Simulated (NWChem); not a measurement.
Species: SiN, doublet; SMILES N#[Si]

Computed with NWChem. Spin-unrestricted. Spin-contaminated determinants: UHF/cc-pVDZ (<S²> = 1.23), UHF/aug-cc-pVDZ (<S²> = 1.22), UHF/cc-pVTZ (<S²> = 1.21), UHF/aug-cc-pVTZ (<S²> = 1.20), UHF/cc-pVQZ (<S²> = 1.20). Structure relaxed at the PBE0/def2-SVP, spin-unrestricted level. No stability test was run on the SCF state. Total energies compare along this basis series because the functional is fixed.

```json
[
 {"level": "UHF/cc-pVDZ", "basis functions": "32", "energy (Ha)": "-343.2703", "highest occupied level (eV)": "-9.79", "lowest empty minus highest occupied level, either spin (eV)": "10.81", "dipole (D)": "1.38", "<S²>": "1.23", "relative time": "1"},
 {"level": "UHF/aug-cc-pVDZ", "basis functions": "50", "energy (Ha)": "-343.2752", "highest occupied level (eV)": "-9.91", "lowest empty minus highest occupied level, either spin (eV)": "10.05", "dipole (D)": "1.76", "<S²>": "1.22", "relative time": "1"},
 {"level": "UHF/cc-pVTZ", "basis functions": "64", "energy (Ha)": "-343.3015", "highest occupied level (eV)": "-9.86", "lowest empty minus highest occupied level, either spin (eV)": "10.70", "dipole (D)": "1.65", "<S²>": "1.21", "relative time": "2"},
 {"level": "UHF/aug-cc-pVTZ", "basis functions": "96", "energy (Ha)": "-343.3028", "highest occupied level (eV)": "-9.90", "lowest empty minus highest occupied level, either spin (eV)": "10.17", "dipole (D)": "1.83", "<S²>": "1.20", "relative time": "4"},
 {"level": "UHF/cc-pVQZ", "basis functions": "114", "energy (Ha)": "-343.3098", "highest occupied level (eV)": "-9.90", "lowest empty minus highest occupied level, either spin (eV)": "10.52", "dipole (D)": "1.79", "<S²>": "1.20", "relative time": "7"}
]
```

The last column is a rough cost ratio, cheapest run = 1.
